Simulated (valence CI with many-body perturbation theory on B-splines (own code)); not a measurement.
# Forbidden lines of Sr XXIII

Method: configuration interaction combined with many-body perturbation theory (CI+MBPT): six valence electrons over a frozen Dirac-Fock core [Ne], radial functions for each j: 9 s, 9 p, 8 d, 6 f, 3 g, 1 h, with the one-electron correlation potential Σ1 (screened to all orders), the two-electron term Σ2, the three-electron term Σ3, Breit, model QED; selected single and double excitations, second order for the rest, scaled by the run's own slope (own B-spline code, finite nucleus).

No measured levels were compared; by estimate levels of excited configurations hold to 0.05 to 0.15 % of their energy, terms of the ground configuration to about 0.5 %. Among the levels kept, up to 1500 cm⁻¹ of a level comes from second order outside the variational space, and about a tenth of that is noise between levels of different J, which matters for small intervals.

Lines 1 to 34 of 34 in falling wavelength, among levels below 1101700 cm⁻¹, chosen from the decays that carry over 1 % of a level's rate. Wavelengths and rates use the calculated energies, so an error of 400 cm⁻¹ moves a line at 370.6 nm by 1.5 % and its rate by three times that or more. Electric multipoles are in the length gauge, E1 and E2 with the static RPA response of the core. Weak lines are less certain than strong ones. Lines between different terms over intervals too small for the method are left out, as are lines whose strength nearly cancels. The highest levels of a list are the least certain. Branching is blank where the lifetime is uncertain.

Names give the largest LS component (configuration and term), which can be under half, so a name can repeat, a term be missing and a line seem to break the LS rules; names also repeat where a configuration has a term twice. Letters in brackets count levels of one name in rising energy.

| λ vac (nm) | Upper | Lower | Type | A (s⁻¹) | Branch % |
| --- | --- | --- | --- | --- | --- |
| 537.6 | 3s²3p³3d ⁵D°_4 | 3s²3p³3d ⁵D°_3 [a] | M1 | 1.22e+02 | 23.6 |
| 370.6 | 3s²3p³3d ³F°_4 [a] | 3s²3p³3d ³G°_3 | M1 | 1.15e+02 |  |
| 289.8 | 3s²3p³3d ¹G°_4 | 3s²3p³3d ³G°_4 | M1 | 5.02e+01 |  |
| 253.4 | 3s²3p³3d ³F°_4 [a] | 3s²3p³3d ³F°_3 [a] | M1 | 3.67e+02 |  |
| 237.4 | 3s²3p³3d ¹G°_4 | 3s²3p³3d ³G°_3 | M1 | 3.80e+02 |  |
| 236.5 | 3s²3p³3d ³G°_5 | 3s²3p³3d ³G°_4 | M1 | 8.13e+02 |  |
| 230.8 | 3s²3p³3d ³G°_4 | 3s²3p³3d ⁵D°_3 [b] | M1 | 1.07e+03 | 9.3 |
| 198.0 | 3s²3p⁴ ³P_1 | 3s²3p⁴ ³P_0 | M1 | 1.40e+03 | 6.2 |
| 186.1 | 3s²3p³3d ³F°_4 [b] | 3s²3p³3d ³F°_3 [b] | M1 | 2.15e+03 | 3.3 |
| 184.8 | 3s²3p⁴ ³P_0 | 3s²3p⁴ ³P_2 | E2 | 1.27e+00 | 100.0 |
| 183.1 | 3s²3p³3d ¹G°_4 | 3s²3p³3d ³F°_3 [a] | M1 | 8.91e+01 |  |
| 159.5 | 3s²3p³3d ³F°_4 [a] | 3s²3p³3d ⁵D°_3 [b] | M1 | 1.83e+02 |  |
| 128.5 | 3s²3p³3d ¹G°_4 | 3s²3p³3d ⁵D°_3 [b] | M1 | 1.60e+02 |  |
| 95.58 | 3s²3p⁴ ³P_1 | 3s²3p⁴ ³P_2 | M1 | 2.11e+04 | 93.7 |
| 91.76 | 3s²3p³3d ³G°_4 | 3s²3p³3d ⁵D°_4 | M1 | 1.00e+04 | 87.4 |
| 80.48 | 3s²3p³3d ³F°_4 [b] | 3s²3p³3d ³G°_5 | M1 | 7.49e+03 | 11.3 |
| 77.92 | 3s²3p³3d ³F°_4 [a] | 3s²3p³3d ⁵D°_4 | M1 | 4.06e+03 |  |
| 75.74 | 3s²3p³3d ³F°_4 [b] | 3s²3p³3d ¹G°_4 | M1 | 3.10e+03 | 4.7 |
| 69.88 | 3s²3p⁴ ¹D_2 | 3s²3p⁴ ³P_2 | M1 | 1.77e+04 | 98.9 |
| 69.70 | 3s²3p³3d ¹G°_4 | 3s²3p³3d ⁵D°_4 | M1 | 1.80e+03 |  |
| 68.06 | 3s²3p³3d ³F°_4 [a] | 3s²3p³3d ⁵D°_3 [a] | M1 | 3.13e+03 |  |
| 67.94 | 3s²3p³3d ³F°_4 [b] | 3s²3p³3d ³F°_4 [a] | M1 | 8.14e+03 | 12.3 |
| 66.11 | 3s²3p³3d ³G°_5 | 3s²3p³3d ⁵D°_4 | M1 | 2.78e+03 |  |
| 61.70 | 3s²3p³3d ¹G°_4 | 3s²3p³3d ⁵D°_3 [a] | M1 | 7.08e+02 |  |
| 60.05 | 3s²3p³3d ³F°_4 [b] | 3s²3p³3d ³G°_4 | M1 | 2.45e+04 | 37.0 |
| 57.42 | 3s²3p³3d ³F°_4 [b] | 3s²3p³3d ³G°_3 | M1 | 4.94e+03 | 7.5 |
| 57.11 | 3s²3p⁴ ¹S_0 | 3s²3p⁴ ³P_1 | M1 | 1.15e+05 | 99.8 |
| 53.58 | 3s²3p³3d ³F°_4 [b] | 3s²3p³3d ³F°_3 [a] | M1 | 1.25e+03 | 1.9 |
| 47.65 | 3s²3p³3d ³F°_4 [b] | 3s²3p³3d ⁵D°_3 [b] | M1 | 5.68e+03 | 8.6 |
| 36.30 | 3s²3p³3d ³F°_4 [b] | 3s²3p³3d ⁵D°_4 | M1 | 7.55e+03 | 11.4 |
| 13.34 | 3s²3p³3d ³G°_4 | 3s²3p⁴ ¹D_2 | M2 | 2.30e+02 | 2.0 |
| 13.00 | 3s²3p³3d ³F°_4 [a] | 3s²3p⁴ ¹D_2 | M2 | 9.21e+01 |  |
| 12.76 | 3s²3p³3d ⁵D°_4 | 3s²3p⁴ ³P_2 | M2 | 3.91e+02 | 75.7 |
| 12.75 | 3s²3p³3d ¹G°_4 | 3s²3p⁴ ¹D_2 | M2 | 2.58e+02 |  |
